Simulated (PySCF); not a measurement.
## Pd³⁹⁺: ionisation energy

Pd³⁹⁺ [He] 2s2 2p3 [2p1/2^2 2p3/2^1, M_J = 3/2] → Pd⁴⁰⁺ [He] 2s2 2p2 [2p1/2^2, M_J = 0], as a difference of total energies. Computed with PySCF 2.14 in an even-tempered Gaussian basis (17 s from 18 bohr⁻², ratio 2.4; 12 p from 24 bohr⁻², ratio 2.4; 5 d from 83 bohr⁻², ratio 2.6; 4 f from 120 bohr⁻², ratio 2.6), with the two-component X2C-1e Hamiltonian. Correlated levels: nothing frozen; the 32 highest virtual spinors dropped. "Screened" scales the spin-orbit matrix elements by Boettger's factors to mimic the two-electron term; Breit and QED terms are absent.

```tsv
method	ionisation energy (eV)
GHF (spin-free)	5962.4
GMP2 (spin-free)	5962.1
GHF (screened spin-orbit)	5883.6
GMP2 (screened spin-orbit)	5883.0
```

For this ion Breit and QED terms and the two-electron picture change, all absent here, outweigh the correlation shift from GHF to GMP2.

The spin-free rows relax to the high-spin LS determinant and lack the spin-orbit shift.

The labels give the starting determinants; with spin-orbit coupling the two ends relaxed to ⟨J²⟩ = 3.75, ⟨L²⟩ = 2.26, ⟨S²⟩ = 1.64 and ⟨J²⟩ = 0.00, ⟨L²⟩ = 1.33, ⟨S²⟩ = 1.33.

For comparison: 5880 ± 40 eV (semi-empirical (NIST evaluation); NIST Atomic Spectra Database, ionization energies).
